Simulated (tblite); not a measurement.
Compound: C6H13NO2Si.
Cartesian coordinates in Å at the GFN2-xTB level; atoms count from 1:
```
atom  x, y, z in Å
C1     1.7817    0.8155   -0.8309
C2     1.0428   -0.4011   -0.2803
Si3    1.6794   -0.7756    1.4935
C4    -0.4739   -0.2117   -0.2966
C5    -1.0143    0.3541   -1.6242
C6    -1.1922   -1.5162   -0.0280
O7    -2.3885   -1.6214    0.0325
C8    -0.8768    0.6914    0.8740
N9    -2.1448    1.1290    0.8608
O10   -0.0837    0.9807    1.7476
H11    1.5534    0.9987   -1.8800
H12    2.8544    0.6573   -0.7465
H13    1.5276    1.7034   -0.2571
H14    1.2691   -1.2505   -0.9331
H15    0.6552   -1.4315    2.3045
H16    2.3560    0.3475    2.1174
H17    2.7128   -1.8089    1.2623
H18   -0.5121   -0.1381   -2.4545
H19   -0.8377    1.4240   -1.6907
H20   -2.0820    0.1676   -1.7220
H21   -0.5308   -2.3874    0.1140
H22   -2.4758    1.6343    1.6681
H23   -2.8248    0.6658    0.2793
```

Level: GFN2-xTB in tblite, geometry and Hessian alike; calculated harmonic values, unscaled, isolated species. The method is semi-empirical: single wavenumbers can be off by several per cent or more. Modes of hydrogen on silicon can be 10 to 20 % off. One conformer, not necessarily the lowest.

Harmonic wavenumbers (cm⁻¹): 56.9, 67.1, 112.4, 152.1, 178.4, 210.3, 229.2, 249.3, 278.8, 295.3, 306.7, 327.9, 351.7, 415.6, 436.2, 463.4, 512.0, 555.4, 578.5, 589.9, 649.1, 678.3, 715.7, 746.8, 760.5, 857.7, 877.9, 881.5, 940.4, 963.8, 1012.5, 1052.3, 1054.9, 1094.8, 1105.8, 1169.1, 1216.2, 1250.3, 1298.1, 1321.9, 1362.7, 1402.9, 1419.9, 1449.6, 1487.7, 1498.2, 1512.6, 1522.5, 1736.3, 1759.1, 2136.2, 2266.1, 2360.3, 2810.5, 2930.5, 3006.4, 3024.1, 3033.4, 3034.5, 3041.4, 3048.8, 3439.8, 3504.4.

A = 1521, B = 938.4, C = 908.6 MHz; mass 159.072 u (most abundant isotopes); point group C1, symmetry number 1.

Zero-point energy?

½Σν̃ = 39401 cm⁻¹ = 112.65 kcal/mol.

Give the ideal-gas entropy at 400 K and 1 bar in the rigid-rotor, harmonic-oscillator model (classical rotation).

Translation 42.59, rotation 30.77, vibration 50.92: S = 124.3 cal/(mol K).

And Cp and H(400 K) − H(0)?

Cp = 61.66 cal/(mol K), of which vibrations give 53.71 (their classical limit is 63 R = 125.2); H(400 K) − H(0) = 14.20 kcal/mol without the zero-point energy, 11.02 from vibrations.

Which modes carry the vibrational entropy at 400 K?

56.9 cm⁻¹: 5.14; 67.1 cm⁻¹: 4.82; 112.4 cm⁻¹: 3.80; 152.1 cm⁻¹: 3.21; 178.4 cm⁻¹: 2.90; 210.3 cm⁻¹: 2.59 cal/(mol K); the other 57 give 28.46 together.

What must be added to the electronic energy to get the Gibbs energy at 400 K and 1 bar?

ZPE + [H(400 K) − H(0)] − T·S = 112.65 + 14.20 − 49.71 = 77.14 kcal/mol.

How do the functions run with temperature in this model?

| T (K) | S (cal/(mol K)) | Cp (cal/(mol K)) | H − H(0) (kcal/mol) | G − H(0) (kcal/mol) | ln q(vib) |
| --- | --- | --- | --- | --- | --- |
| 100 | 71.3 | 21.4 | 1.36 | -5.77 | 1.66 |
| 200 | 90.9 | 36.5 | 4.27 | -13.90 | 4.84 |
| 300 | 108.3 | 49.9 | 8.61 | -23.87 | 8.28 |
| 500 | 139.1 | 71.6 | 20.88 | -48.69 | 15.20 |
| 800 | 177.7 | 92.4 | 45.75 | -96.43 | 24.97 |
| 1000 | 199.4 | 101.4 | 65.18 | -134.18 | 30.94 |

q(vib) and H(0) count from the zero-point level.

Blend soft modes into free rotors: weight 1/[1 + (100 cm⁻¹/ν̃)⁴] for the oscillator and the rest for a rotor with moment μB/(μ + B), μ = h/(8π²ν), B = 10⁻⁴⁴ kg m². What vibrational entropy results?

48.16 cal/(mol K) in place of 50.92, which changes −T·S at 400 K by +1.10 kcal/mol.

Hindered rotation and anharmonicity are outside this model. Other conformers, if any are populated, would add a mixing term that is left out. The structure is chiral; the term R ln 2 for an equal mix with its mirror image is left out.
